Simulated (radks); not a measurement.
Species: Ar. Configuration: [Ar].

Calculated with a radial shooting solver on a logarithmic mesh with Libxc functionals: non-relativistic Kohn-Sham, PBE, spin-unpolarised, spherical densities, point nucleus; hard spherical wall at 4 bohr.

Energy parts (eV):
total: -14346.775
kinetic: 14352.320
electron-nucleus: -34213.188
Hartree: 6352.744
exchange-correlation: -838.651

Orbitals (lengths in bohr, moments of r in powers of bohr; r(90%) holds 90 % of the orbital's charge):
| orbital | occ. | eigenvalue (eV) | <1/r> | <r^4> | <r> | r(90%) |
|---|---|---|---|---|---|---|
| 1s | 2 | -3103.151 | 17.55 | 0.0002563 | 0.08620 | 0.154 |
| 2s | 2 | -291.5806 | 3.523 | 0.07588 | 0.4165 | 0.650 |
| 2p | 6 | -226.5880 | 3.442 | 0.06644 | 0.3776 | 0.625 |
| 3s | 2 | -21.8555 | 0.9791 | 8.368 | 1.408 | 2.13 |
| 3p | 6 | -7.9251 | 0.8508 | 13.19 | 1.576 | 2.43 |
| 3d | 0 | 11.5095 | 0.6167 | 26.83 | 1.942 | 2.92 |
| 4s | 0 | 16.6272 | 0.5925 | 55.47 | 2.428 | 3.31 |
| 4p | 0 | 23.7434 | 0.6300 | 56.12 | 2.370 | 3.34 |

The highest occupied level is 3p at -7.925 eV. The density falls to 0.001 e/bohr^3 at r = 3.42 bohr. The pressure on the wall is 30.2 GPa.
